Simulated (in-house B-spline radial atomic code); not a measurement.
# La⁷⁺: [Kr] 4d10 5s2 5p1 8s1 (an excited or competing configuration)

Computed with an all-electron radial atomic-structure program (B-spline basis): Dirac-Hartree-Fock, average of configuration, Fermi nucleus of rms radius 4.855 fm.

Z_r = [3n² - l(l+1)]/(2<r>); Z_e = n√(-2ε); the last column is Slater's effective charge. Values are occupation-weighted means over j. An effective charge above Z reflects the relativistic contraction of the inner shells.

| shell | electrons | ε (eV) | <r> (bohr) | Z_r | Z_e | Slater |
| --- | --- | --- | --- | --- | --- | --- |
| 1s | 2 | -39256 | 0.02506 | 59.85 | 53.71 | 56.70 |
| 2s | 2 | -6440.2 | 0.1069 | 56.15 | 43.51 | 52.85 |
| 2p | 6 | -5787.1 | 0.09404 | 53.17 | 41.25 | 52.85 |
| 3s | 2 | -1501.5 | 0.2835 | 47.62 | 31.52 | 45.75 |
| 3p | 6 | -1286.4 | 0.2816 | 44.39 | 29.17 | 45.75 |
| 3d | 10 | -972.33 | 0.259 | 40.54 | 25.36 | 35.85 |
| 4s | 2 | -399.9 | 0.6517 | 36.83 | 21.69 | 29.25 |
| 4p | 6 | -326.39 | 0.6897 | 33.35 | 19.59 | 29.25 |
| 4d | 10 | -216 | 0.757 | 27.74 | 15.94 | 17.85 |
| 5s | 2 | -130.85 | 1.436 | 26.11 | 15.51 | 13.00 |
| 5p | 1 | -112.2 | 1.568 | 23.27 | 14.36 | 13.00 |
| 8s | 1 | -25.902 | 6.349 | 15.12 | 11.04 | 8.00 |

The least bound orbital is 8s1/2 at -25.9 eV, and it is also the most diffuse (<r> = 6.349 bohr).

Spin-orbit splittings of the orbital energies (j = l + 1/2 above j = l - 1/2 when positive): 2p 414.6 eV, 3p 82.81 eV, 3d 17.46 eV, 4p 17.87 eV, 4d 3.155 eV, 5p 3.532 eV.

For the 1s electron the small component carries 4.44 % of the norm, the zero-frequency Breit interaction raises the level by 103.5 eV, self-energy by 60.23 eV, and vacuum polarisation lowers it by 8.836 eV.
